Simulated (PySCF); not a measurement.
## Vibration and rotation of MgZn⁺

PBE constants of MgZn⁺, ²Σ⁺ (doublet), unpaired electrons σ ↑ (PySCF, no relativity, basis sets Mg 6-31G(d,p), Zn 6-31G(d,p); masses 23.9850 and 63.9291 u):

- ωe: 246.2 cm⁻¹
- ωexe: 1.56 cm⁻¹
- Be: 0.14667 cm⁻¹
- αe: 0.00117 cm⁻¹
- De to Mg⁺ + Zn: 1.63 eV

Problem. What force constant and bond length do these constants imply?

Solution. Reduced mass μred = 17.441 u; k = 5.8918×10⁻⁷·μred·ωe² (u, cm⁻¹, mdyn/Å) = 0.623 mdyn/Å; Re = √(16.8576/(μred·Be)) (u, cm⁻¹, Å) = 2.567 Å.

Problem. Estimate the centrifugal constant D from the Kratzer relation and find the Dunham coefficient a1.

Solution. D = 4Be³/ωe² = 2.08e-07 cm⁻¹; a1 = −1 − αeωe/(6Be²) = -3.23.

For an ion De counts to the pair picked by the measured ionisation energies or electron affinities, which need not be the lowest pair at this level. The state is the lowest determinant that a PBE0 search found; another state may lie lower at other levels.
